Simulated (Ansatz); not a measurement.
`[SiH3][Ge]([Cl])([Cl])[Cl]` + `CC(C)N` → `CC(C)[NH][Ge]([Cl])([Cl])[Cl]` + SiH₄ at 500 K and 1 bar (cleavage of the Ge–Si bond).

Calculated with Ansatz (gas phase, PBE0-D4/def2-TZVP geometries, no zero-point term in ΔE). CCSD(T)/CBS adds triple-zeta CCSD(T) − MP2 to the extrapolated MP2 energy (def2 sets, frozen cores). This one scheme is used for every species. For Ge outer-core shells are correlated without core-valence functions, which leaves a few kJ/mol of doubt a bond. Scalar relativity is left out up to krypton. Each species was taken in one conformer, which may not be the lowest.

| species | CCSD(T)/CBS energy (Eh) | H − E (kJ/mol) | S (J/(mol·K)) |
| --- | --- | --- | --- |
| `[SiH3][Ge]([Cl])([Cl])[Cl]` | -3746.46107 | 129.6 | 462.9 |
| `CC(C)N` | -174.28253 | 357.8 | 357.5 |
| `CC(C)[NH][Ge]([Cl])([Cl])[Cl]` | -3629.28084 | 375.9 | 568.2 |
| SiH₄ | -291.46306 | 102.4 | 230.9 |

H − E and S are ideal-gas, rigid-rotor, harmonic terms from PBE0-D4/def2-TZVP, for one conformer and one mirror image of each species. 1 Eh = 2625.50 kJ/mol, R = 8.31446 J/(mol·K).

Task: By hand: ΔE, ΔH, ΔS and ΔG.

Result: ΔE = (-3629.28084) + (-291.46306) − (-3746.46107) − (-174.28253) = -0.00030 Eh = -0.8 kJ/mol. Δ(H − E) = 375.9 + 102.4 − 129.6 − 357.8 = -9.1, so ΔH = -9.9 kJ/mol. ΔS = 568.2 + 230.9 − 462.9 − 357.5 = -21.3 J/(mol·K). ΔG = -9.9 − 500 × (-21.3)/1000 = 0.8 kJ/mol.

Task: By hand: the equilibrium constant, and the temperature at which ΔG would vanish if ΔH and ΔS stayed fixed.

Result: log₁₀ K = −ΔG/(RT ln 10) = -0.1. ΔG = 0 at ΔH/ΔS = 465 K, though so small a ΔH makes that figure unsure.

TΔS isn't small against ΔH here. The sign of ΔG lies within the doubt. A doubt of 5 kJ/mol in ΔE shifts log₁₀ K by 0.5 here. Other conformers and mirror images would add mixing entropy, several J/(mol·K) or more a flexible species. Modes under 60 cm⁻¹, often nearly free rotors, make the harmonic entropy too high. These are equilibria of isolated gas molecules and say nothing of rates. Largest T1 diagnostic: 0.011 (customary marks: 0.02 for closed shells, 0.045 for open ones).
